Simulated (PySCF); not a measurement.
Simulation results for CH$_{5}$B$_{2}$, AlBFH$_{4}$N

All values are calculated (PySCF 2.14.0). Calculation on a computer-drawn molecule: optimised geometry and harmonic frequencies of an isolated molecule of the commonest isotopes, restricted reference for singlets and unrestricted otherwise, frozen core in MP2.

Common to all runs: charge 0; method HF.

```yaml
- entry: 1
  formula: CH5B2
  start_structure:
    atoms_angstrom:
      - [B, 0.5179, 0.547, 0.4672]
      - [C, -0.3321, -0.4794, 1.15]
      - [B, -1.1865, -1.5044, 0.4078]
      - [H, 0.1269, 1.1892, -0.3928]
      - [H, 1.6023, 0.8447, 0.7844]
      - [H, -0.2199, -0.5698, 2.2675]
      - [H, -1.8934, -1.2058, -0.4592]
      - [H, -1.1592, -2.6372, 0.7531]
  given:
    multiplicity: 2
    basis: cc-pVDZ
    drawn_bonds_atom: [1, 2, 1, 1, 2, 3, 3]
    drawn_bonds_other_atom: [2, 3, 4, 5, 6, 7, 8]
    drawn_bonds_order: [1, 1, 1, 1, 1, 1, 1]
  results:
    optimised_atom_element: [B, C, B, H, H, H, H, H]
    "optimised_atom_x [angstrom]": [0.5204, -0.2693, -1.211, 0.07514, 1.587, -0.09615, -1.816, -1.335]
    "optimised_atom_y [angstrom]": [0.6139, -0.5247, -1.519, 1.14, 0.9722, -0.6814, -1.168, -2.649]
    "optimised_atom_z [angstrom]": [0.47, 1.17, 0.4381, -0.5134, 0.8903, 2.235, -0.5382, 0.8261]
    "modes_frequency [cm^-1]": [123.1, 216.6, 309.1, 661.3, 799.1, 863.4, 995.8, 1034, 1105, 1110, 1283, 1333, 1377, 2660, 2676, 2732, 2739, 3266]
    "modes_reduced_mass [dalton]": [1.019, 1.34, 1.966, 1.154, 1.165, 2.342, 1.27, 1.707, 1.824, 1.633, 1.168, 1.251, 1.996, 1.052, 1.056, 1.127, 1.127, 1.085]
    "rotational_constants [GHz]": [44.64, 8.748, 7.495]
    "total_energy [hartree]": -90.0846
    spin_squared: 0.7584
    "convergence_status_largest_gradient_component [hartree/bohr]": 1.711e-05
- entry: 2
  formula: AlBFH4N
  start_structure:
    atoms_angstrom:
      - [B, -0.479, -0.2562, 1.8504]
      - ["N", -0.1628, -0.2313, 0.5165]
      - [Al, 0.4447, -1.6034, -0.6466]
      - [F, 0.7432, -1.282, -2.2281]
      - [H, -0.8285, 0.6868, 2.4303]
      - [H, -0.3782, -1.3924, 2.4029]
      - [H, -0.2633, 0.6573, 0.0295]
      - [H, 0.6078, -3.0399, -0.1551]
  given:
    multiplicity: 1
    basis: "cc-pV(D+d)Z"
    drawn_bonds_atom: [1, 2, 3, 1, 1, 2, 3]
    drawn_bonds_other_atom: [2, 3, 4, 5, 6, 7, 8]
    drawn_bonds_order: [1, 1, 1, 1, 1, 1, 1]
  results:
    "rotational_constants [GHz]": null
    "total_energy [hartree]": null
```

**Q.** Give the missing rotational constants for AlBFH$_{4}$N (entry 2).
**A.** 24.3, 3.03, 2.694 GHz

**Q.** What total energy does the calculation give for AlBFH$_{4}$N (entry 2)?
**A.** -422.9726 hartree

Further results for AlBFH$_{4}$N (entry 2):

| Property | Result |
| --- | --- |
| convergence status largest gradient component | 2.005e-05 hartree/bohr |

Optimised structure:
```xyz
8
AlBFH4N
B     -0.4611    -0.3186     1.8033
N     -0.1443    -0.2310     0.4324
Al     0.4068    -1.5907    -0.5895
F      0.7132    -1.2214    -2.1714
H     -0.8253     0.6499     2.4165
H     -0.3628    -1.3827     2.3604
H     -0.2461     0.6821     0.0252
H      0.6035    -3.0487    -0.0771
```

Modes:
```
frequency (cm⁻¹)  reduced mass (dalton)
           100.8                  3.556
           172.3                  3.741
           295.9                  4.828
           324.2                  1.174
           536.4                   1.37
           685.2                  1.141
           722.5                  3.924
           874.4                  11.76
             882                  1.093
             999                  1.292
            1106                  1.368
            1219                  1.634
            1345                  1.253
            1445                  2.333
            2083                  1.044
            2646                  1.055
            2710                  1.128
            3781                  1.075
```
